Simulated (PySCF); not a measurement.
Highest harmonic wavenumber (cm⁻¹) of eight silicon and germanium compounds: PBE-D3(BJ) beside B3LYP-D3(BJ), computed with PySCF for isolated molecules in the bases named; differences from unrounded values. The eight are the first of their class met in an unordered collection, after screening for sound electronic states; none was chosen by its value. Each level has its own optimised geometry.

```
molecule                                        basis  B3LYP-D3(BJ)  PBE-D3(BJ)  difference
-------------------------------------------  --------  ------------  ----------  ----------
C4H5NSi, SMILES C#C[SiH](N)C#C               def2-SVP          3654        3573         -80
C3H6O2Si, SMILES O[SiH2][C@@H]1C=CO1         def2-SVP          3860        3753        -107
GeH7NSi, SMILES [SiH3][NH][GeH3]             def2-SVP          3575        3506         -69
CH8N2OSi2, SMILES N[Si@]1(O)CN[SiH2]1        def2-SVP          3865        3742        -123
C3H11NSi2, SMILES C=C([SiH3])N(C)[SiH3]      def2-SVP          3250        3188         -62
GeH2Br2, SMILES [Br][GeH2][Br]               def2-SVP          2171        2115         -56
Cl₂FGeH₃Si, SMILES Cl[Si](F)([GeH3])Cl       def2-SVP          2151        2109         -42
Si(H)(Me)(SH)2 (CH₆S₂Si), SMILES S[SiH](C)S  def2-SVP          3135        3089         -46
```

PBE-D3(BJ) lies below B3LYP-D3(BJ) in 8 and above it in 0 of the eight; the mean signed difference is -73 and the largest -123 cm⁻¹.
